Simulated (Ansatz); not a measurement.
`N[CH](O)[GeH2][F]`, relaxed with RKS PBE-D4/def2-SVP in the Gaussian-basis code of Ansatz from a rough embedded geometry. The force threshold is 0.03 eV/Å; the program also tests the step.

Charge 0, multiplicity 1.

Start:

```xyz
11

N    -0.544   -0.582   -1.277
C    -0.637   -0.151    0.072
O    -1.420    0.973    0.106
Ge    1.140    0.347    0.778
F     2.135   -1.165    0.822
H     0.082   -1.503   -1.309
H    -0.019    0.107   -1.883
H    -1.076   -0.902    0.689
H    -2.386    0.715   -0.151
H     1.778    1.367   -0.088
H     0.947    0.794    2.241
```

| step | energy (eV) | largest force (eV/Å) | largest move (Å) |
| --- | --- | --- | --- |
| 1 | -63877.6635 | 3.217 | 0.000 |
| 2 | -63878.1380 | 1.075 | 0.195 |
| 3 | -63878.1973 | 0.245 | 0.048 |
| 4 | -63878.2080 | 0.121 | 0.045 |
| 5 | -63878.2143 | 0.159 | 0.069 |
| 6 | -63878.2149 | 0.095 | 0.062 |
| 7 | -63878.2167 | 0.030 | 0.022 |
| 8 | -63878.2169 | 0.017 | 0.013 |

End:

```xyz
11

N    -0.545   -0.625   -1.285
C    -0.650   -0.167    0.086
O    -1.464    0.983    0.170
Ge    1.090    0.401    0.876
F     2.110   -1.039    0.691
H    -0.151   -1.572   -1.338
H     0.049   -0.004   -1.851
H    -1.050   -1.026    0.683
H    -2.249    0.793   -0.387
H     1.730    1.493   -0.031
H     1.131    0.763    2.387
```

Hardware: 4 threads of an Arm Neoverse V1 on a shared host. Wall time 15 s, peak host memory 0.19 GiB.
